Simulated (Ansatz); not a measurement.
Reaction (substitution at a C–N bond): `CN[SiH](C)S` + `O[Si](O)([SiH3])Br` → `CO[Si](O)([SiH3])Br` + `C[SiH](N)S`

Calculated with Ansatz (gas phase, PBE0-D4/def2-TZVP geometries, no zero-point term in ΔE). CBS: MP2 limit from def2 TZ/QZ plus the TZ coupled-cluster correction, frozen cores. DFT in def2-TZVPP. B3LYP here is the variant with VWN-RPA as its local correlation; programs differ in this. For Br outer-core shells are correlated without core-valence functions, which leaves a few kJ/mol of doubt a bond. Scalar relativity is left out up to krypton. Each species was taken in one conformer, which may not be the lowest.

| level | ΔE (kJ/mol) |
| --- | --- |
| PBE-D4 | 13.2 |
| ωB97X-V | 10.1 |
| B2PLYP | 10.6 |
| B3LYP | 9.6 |
| HF/def2-TZVPP | 5.6 |
| SCS-MP2/def2-TZVPP | 11.7 |
| CCSD/def2-TZVPP | 11.4 |
| MP2/def2-QZVPP | 14.0 |

What does CCSD(T)/CBS give? (Best estimate.)

Computed: +11.9 kJ/mol. The listed levels differ from it by 1.3, -1.8, -1.3, -2.3, -6.3, -0.2, -0.5, 2.1 kJ/mol.

Largest T1 diagnostic among the species: 0.011.

In def2-TZVPP, CCSD(T) changes the Hartree–Fock value by +6.1 kJ/mol (the triples alone add +0.3 kJ/mol) and MP2 by +8.4 kJ/mol.
